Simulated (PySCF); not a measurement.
Mg⁺ (magnesium, charge +1) across methods

[Ne] 3p1, 2P determinant (an excited configuration). Computed with PySCF 2.14 in aug-cc-pVDZ-DK (5s4p2d, 27 functions), with the spin-free X2C one-electron Hamiltonian (Gaussian nucleus).

```json
{"method": "LC-wPBE", "E (hartree)": "-199.8599", "mean ε 2p α (eV)": "-63.370", "mean ε 2p β (eV)": "-63.290", "mean ε 3p α (eV)": "-10.847", "Σ⟨r²⟩ (bohr²)": "18.26", "⟨S²⟩": "0.750"}
{"method": "B3LYP", "E (hartree)": "-199.9616", "mean ε 2p α (eV)": "-60.987", "mean ε 2p β (eV)": "-60.897", "mean ε 3p α (eV)": "-8.937", "Σ⟨r²⟩ (bohr²)": "18.04", "⟨S²⟩": "0.750"}
{"method": "BLYP", "E (hartree)": "-199.9553", "mean ε 2p α (eV)": "-57.500", "mean ε 2p β (eV)": "-57.434", "mean ε 3p α (eV)": "-8.341", "Σ⟨r²⟩ (bohr²)": "17.91", "⟨S²⟩": "0.750"}
{"method": "r2SCAN0", "E (hartree)": "-199.9130", "mean ε 2p α (eV)": "-62.654", "mean ε 2p β (eV)": "-62.556", "mean ε 3p α (eV)": "-9.011", "Σ⟨r²⟩ (bohr²)": "18.31", "⟨S²⟩": "0.750"}
{"method": "PBE0", "E (hartree)": "-199.8405", "mean ε 2p α (eV)": "-61.635", "mean ε 2p β (eV)": "-61.521", "mean ε 3p α (eV)": "-9.051", "Σ⟨r²⟩ (bohr²)": "18.25", "⟨S²⟩": "0.750"}
{"method": "LDA", "E (hartree)": "-198.9851", "mean ε 2p α (eV)": "-57.516", "mean ε 2p β (eV)": "-57.424", "mean ε 3p α (eV)": "-8.340", "Σ⟨r²⟩ (bohr²)": "18.10", "⟨S²⟩": "0.750"}
{"method": "r2SCAN", "E (hartree)": "-199.9216", "mean ε 2p α (eV)": "-58.913", "mean ε 2p β (eV)": "-58.839", "mean ε 3p α (eV)": "-8.468", "Σ⟨r²⟩ (bohr²)": "18.18", "⟨S²⟩": "0.750"}
{"method": "PBE", "E (hartree)": "-199.8228", "mean ε 2p α (eV)": "-57.489", "mean ε 2p β (eV)": "-57.397", "mean ε 3p α (eV)": "-8.472", "Σ⟨r²⟩ (bohr²)": "18.09", "⟨S²⟩": "0.750"}
{"method": "UHF", "E (hartree)": "-199.51228", "mean ε 2p α (eV)": "-72.924", "mean ε 2p β (eV)": "-72.753", "mean ε 3p α (eV)": "-10.433", "Σ⟨r²⟩ (bohr²)": "19.21", "⟨S²⟩": "0.750"}
```
